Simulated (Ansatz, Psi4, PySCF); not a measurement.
H$_{3}$Al, singlet, at a GFN2-xTB geometry (such geometries of metal compounds can be far from the true shape). Base run: BHANDHLYP/def2-TZVP run with PySCF.

The PySCF input:
```python
from pyscf import gto, scf, dft

mol = gto.M(
    atom='''
Al   -0.000000   -0.000000   -0.000000
H     0.642794   -0.455149    1.338556
H    -0.275758    1.506779   -0.256226
H    -0.367036   -1.051629   -1.082329
''',
    basis='def2-tzvp',
    charge=0,
    spin=0,
    verbose=4,
)

mf = dft.RKS(mol)
mf.xc = 'bhandhlyp'
mf.kernel()
```

The same geometry, method and basis name were run in Ansatz (a quantum-chemistry and plane-wave program) and Psi4 and PySCF, at each program's defaults and at the settings that a row names. The base is PySCF at its defaults. Differences at the defaults can come from grids, fitting, cores and function types together.

```json
[
 {"code and settings": "PySCF, defaults (exact integrals, its default grid, spherical functions)", "ΔE vs base (µEh)": "0.0", "basis functions": "55", "E (Eh)": "-244.20303", "SCF cycles": "7"},
 {"code and settings": "Psi4, defaults (density fitting with its default set, its default grid, spherical functions)", "ΔE vs base (µEh)": "-20.7", "basis functions": "55", "E (Eh)": "-244.20305", "SCF cycles": "6"},
 {"code and settings": "Ansatz, defaults (factorised integrals, its default grid, spherical functions)", "ΔE vs base (µEh)": "1.5", "basis functions": "55", "E (Eh)": "-244.20303", "SCF cycles": "-"},
 {"code and settings": "PySCF, density fitting with def2-universal-jkfit", "ΔE vs base (µEh)": "-21.1", "basis functions": "55", "E (Eh)": "-244.20305", "SCF cycles": "7"},
 {"code and settings": "PySCF, fine grid", "ΔE vs base (µEh)": "0.0", "basis functions": "55", "E (Eh)": "-244.20303", "SCF cycles": "7"},
 {"code and settings": "Psi4, exact integrals, spherical functions, fine grid", "ΔE vs base (µEh)": "-0.1", "basis functions": "55", "E (Eh)": "-244.20303", "SCF cycles": "8"},
 {"code and settings": "Ansatz, high accuracy", "ΔE vs base (µEh)": "0.0", "basis functions": "55", "E (Eh)": "-244.20303", "SCF cycles": "-"}
]
```
